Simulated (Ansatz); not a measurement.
Input for Ansatz (a quantum-chemistry and plane-wave program): U-wB97X-V/def2-TZVPP on H2SeZn (SMILES [ZnH][SeH]), a point of a bond scan (R = 2.303 Å).

Ansatz 0.2 input:
```yaml
crystal:
  periodic: [false, false, false]
  atoms:
    - {symbol: Zn, position_ang: [-0.70919421, -0.50984122, -0.82879930]}
    - {symbol: H, position_ang: [-2.06594339, -1.49197685, -2.40983388]}
    - {symbol: Se, position_ang: [0.65395606, 0.50525059, 0.74073403]}
    - {symbol: H, position_ang: [0.65501376, -0.71868499, 1.56184434]}
basis:
  gaussian:
    orbitals: def2-TZVPP
hamiltonian:
  xc: {name: wB97X-V}
magnetization: {spin_polarized: true, initial_magnetization: 0}
```

Output:

```
WARN ansatz: RAYON_NUM_THREADS=1 ignored (pool sized by the plan → 1); use --threads N
Functional definition: wB97X-V
integrals: 0.09 GiB planned
1063 factors; their error is unknown
integrals: 0.12 GiB planned
169 factors; integrals over basis functions are off by at most 3.3e-5 eV
mean field: 1.16 GiB planned
mean field evaluation 1: about -113788.8411 eV, gradient 1.9e1 eV
mean field evaluation 2: about -113788.7433 eV, gradient 3.1e1 eV
mean field evaluation 4: about -113790.0448 eV, gradient 7.1e-1 eV
mean field evaluation 8: about -113790.3723 eV, gradient 4.1e-2 eV
mean field evaluation 16: about -113789.1528 eV, gradient 5.1e0 eV
mean field -113790.37232812 eV, -4181.7190531739 hartree, gradient 5.7e-5 eV, S^2 0.000000; 1 other end points of the search recorded, 0 dependent functions left out
reference -113790.37232633 eV, -4181.7190531079 hartree; 33, 33 occupied and 107, 107 virtual orbitals, 1063 factors
Total energy: -113790.37232633 eV, -4181.7190531079 hartree
```

Self-consistency was reached.

Cost: very roughly 23 core-seconds.
